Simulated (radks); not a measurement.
Values are calculated unless marked as measured or tabulated.
Initial-state core-level shifts of the tantalum ion Ta2+ when its valence configuration changes from [Xe] 4f14 5d3. Code: a radial shooting solver on a logarithmic mesh with Libxc functionals. Model: scalar-relativistic Kohn-Sham, LDA (Slater exchange, Perdew-Wang correlation), spin-unpolarised, spherical densities, point nucleus. Shifts are changes of the shell-averaged eigenvalues in eV (positive: less bound).

\begin{tabular}{lrrrr}
valence & 1s & 3d & 4p & 4d \\ \hline
4f14 5d1 6s2 & -5.975 & -6.131 & -6.102 & -6.122 \\
4f13 5d4 & -9.289 & -11.163 & -10.110 & -9.735 \\
4f12 5d3 6p2 & -28.701 & -32.852 & -30.337 & -29.548 \\
4f12 5d5 & -19.169 & -23.153 & -20.721 & -19.926 \\
4f12 5d2 6p3 & -33.707 & -37.947 & -35.361 & -34.573 \\
4f11.5 5d3 6s0.5 6p2 & -35.853 & -41.197 & -37.812 & -36.797 \\
4f14 5d2 6p1 & -4.334 & -4.399 & -4.394 & -4.404 \\
4f13 5d3 6s1 & -12.347 & -14.308 & -13.232 & -12.864 \\
4f13 5d3 6p1 & -13.796 & -15.746 & -14.674 & -14.305 \\
\end{tabular}
